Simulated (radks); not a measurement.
Excited configurations of Xe: one electron is placed in a higher orbital outside [Kr] 4d10 5s2 5p5. The ground configuration is [Xe]. Calculated with a radial shooting solver on a logarithmic mesh with Libxc functionals: scalar-relativistic Kohn-Sham, PBE, spin-polarised, spherical densities, finite nucleus; open shells are filled with parallel spins first (spin-orbit coupling, left out, can overturn this in heavy ions); Fermi nuclear charge, rms radius 4.7859 fm. Excitation = E - E(ground); binding = E(ion) - E, where the ion is the core of charge +1; n* = 1/sqrt(2 binding) in atomic units, and the quantum defect is n - n*.

outer orbital  excitation (eV)  binding (eV)     n*  quantum defect  eigenvalue (eV)  <r> (bohr)
5d                      10.060         2.299  2.433           2.567           -0.646       6.465
5f                      11.682         0.677  4.482           0.518           -0.405       27.97
6d                      10.989         1.370  3.151           2.849           -0.752       13.50
7s                      10.522         1.837  2.721           4.279           -1.149       12.25
7p                      10.965         1.394  3.124           3.876           -0.850       15.42
7d                      11.494         0.865  3.965           3.035           -0.539       23.70

The Delta-SCF ionisation energy is 12.359 eV (NIST Atomic Spectra Database: 12.130 eV, measured). Self-interaction in the functional shifts the binding energies and quantum defects, so they are the method's values and not measured ones. Open shells are spherical and high-spin; term and fine-structure splittings are not resolved. Spin-orbit splitting is averaged out at the scalar-relativistic level.
